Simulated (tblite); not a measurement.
C4H9O2 (SMILES [CH2]OCC(C)O), doublet, at a GFN2-xTB geometry; IPEA1-xTB run with tblite.

tblite was given this input:
```
$ tblite run mol.xyz --method ipea1 --charge 0 --spin 1 --json tblite.json --no-restart

# file mol.xyz
15

C      2.44429592    -1.02503628    -0.30093565
O      1.31720491    -0.30874313    -0.56583977
C      0.46397681    -0.08288066     0.52738845
C     -0.78368637     0.65746024     0.03894765
C     -1.61108653    -0.22008434    -0.89623149
O     -1.50290815     1.02973766     1.19642637
H      2.49044820    -1.62960395     0.58697247
H      3.00838206    -1.27513126    -1.17673703
H      0.96317964     0.52974000     1.29056499
H      0.16839632    -1.03268951     0.99436903
H     -0.45232858     1.55679033    -0.50523325
H     -1.98942224    -1.08474277    -0.35488689
H     -2.45322875     0.33792816    -1.30164553
H     -0.98643999    -0.55931603    -1.71727797
H     -2.34435957     1.41231493     0.92416785
```

**Question.** Write the output that tblite gives for this input, abridged.

**Answer.** 
```
xTB calculator
 | screened Coulomb repulsion
 | Coulomb electrostatics
 |  * isotropic Klopman-Ohno-Mataga-Nishimoto electrostatics
 |  * onsite third-order electrostatics
 | DFT-D3(BJ) dispersion correction

halogen bonding energy    0.0000000000000E+00 Eh
repulsion energy          2.9020574671295E-01 Eh
dispersion energy        -4.7053066238557E-03 Eh
number of electrons       3.7000000000000E+01 e
integral cutoff           4.0000000000000E+01 bohr

------------------------------------------------------------
  cycle        total energy    energy error   density error
------------------------------------------------------------
      1     -23.99140854176  -2.4276909E+01   4.6873130E-01
      2     -24.10164858556  -1.1024004E-01   2.7981853E-01
      3     -24.03910932616   6.2539259E-02   1.1600663E-01
      4     -24.12411020574  -8.5000880E-02   1.6262865E-02
      5     -24.12562895622  -1.5187505E-03   5.2246588E-03
      6     -24.12581010280  -1.8114658E-04   1.0454894E-03
      7     -24.12581675239  -6.6495895E-06   3.8038030E-04
      8     -24.12581704110  -2.8871502E-07   2.1161999E-04
      9     -24.12581723102  -1.8991965E-07   6.1908601E-05
     10     -24.12581723252  -1.4937775E-09   2.4781572E-05
     11     -24.12581723615  -3.6354706E-09   1.3614356E-05
------------------------------------------------------------

electronic energy        -2.4411317676241E+01 Eh
total energy             -2.4125817236152E+01 Eh

Post processing:
 | Mayer-Wiberg bond orders

[Info] JSON dump of results written to 'tblite.json'
```
